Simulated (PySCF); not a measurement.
Compound: C7H11FSi.
Z-matrix (Å and degrees, GFN2-xTB geometry), rows numbered from 1:
```
C 
C   1  1.3204
C   2  1.4862  1  125.06
F   3  1.3896  2  111.22  1   -13.11
Si  3  1.9339  2  111.26  1   106.99
C   5  1.9070  3  112.33  2   175.04
C   6  1.5008  5  103.79  3  -114.62
C   7  1.3211  6  119.30  5    -0.75
C   8  1.5012  7  119.23  6     0.14
H   1  1.0765  2  121.14  3     2.09
H   1  1.0758  2  121.95  3  -178.89
H   2  1.0814  1  121.47  3   177.92
H   3  1.0972  2  110.00  1  -129.46
H   5  1.4667  3  108.27  2   -56.61
H   6  1.0913  5  114.27  3     5.49
H   6  1.0907  5  112.75  3   126.76
H   7  1.0803  6  118.31  5   179.44
H   8  1.0804  7  122.45  6  -179.84
H   9  1.0915  5  114.50  3    -4.67
H   9  1.0903  5  112.75  3  -126.34
```

NICS is the negative of the GIAO shielding at a point without a nucleus: at the ring centre (0) and 1 Å above and below it (1); zz is the component along the ring normal. Level: GIAO PBE0/pcSseg-1 (PySCF, non-relativistic, gas phase) on the GFN2-xTB geometry, one conformer.

Ring bond lengths (Å), with Mayer bond orders in brackets: Si5–C6 1.907 (0.89), C6–C7 1.501 (1.04), C7–C8 1.321 (1.92), C8–C9 1.501 (1.04), C9–Si5 1.909 (0.88).

Q: Give the NICS values of each ring in ppm.

A: 
| ring | type | NICS(0) | NICS(1), two faces | NICS(1)zz, two faces | rms pucker (Å) | centre to ring atoms, mean (Å) |
| --- | --- | --- | --- | --- | --- | --- |
| Si5–C6–C7–C8–C9 | 5-membered ring with Si; formal bonds 1 double, 4 single | -1.9 | -2.9 / -2.6 | -2.3 / -1.1 | 0.01 | 1.38 |

Q: What do they say, and how far can they be read as aromaticity?

A: 
- Si5–C6–C7–C8–C9: mean NICS(1)zz -1.7 ppm, near zero. Si5, C6, C9 have four or more neighbours, so the value isn't read as a sign of a π ring current.

Q: At the first NICS(1) probe listed for ring Si5–C6–C7–C8–C9, 1 Å off the ring, what do the in-plane components average?

A: The isotropic value is a third of the trace: (3 × -2.9 − (-2.3))/2 = -3.2 ppm.

Q: How shielded are the nuclei of the rings and their hydrogens (means over atoms taken as equivalent)?

A: 
```csv
atoms,environment,σ isotropic (ppm),"principal values of the symmetric part, first atom (ppm)"
Si5,SiH silicon,351.1,"321.2, 354.7, 377.3"
C6,sp3 carbon bound to silicon,167.5,"155.6, 158.0, 188.9"
C7,alkene CH carbon,47.9,"-62.0, 64.6, 141.0"
C8,alkene CH carbon,49.3,"-59.7, 67.3, 140.2"
C9,sp3 carbon bound to silicon,169.2,"157.0, 158.8, 191.7"
H14,Si–H hydrogen,27.27,"24.3, 25.6, 31.9"
H15,methylene hydrogen,29.75,"25.2, 28.2, 35.9"
H16,methylene hydrogen,29.85,"25.2, 27.5, 36.8"
H17,vinylic hydrogen,25.54,"23.1, 26.2, 27.3"
H18,vinylic hydrogen,25.63,"23.1, 26.4, 27.4"
H19,methylene hydrogen,30.21,"25.5, 28.7, 36.4"
H20,methylene hydrogen,29.98,"25.3, 27.7, 36.9"
```
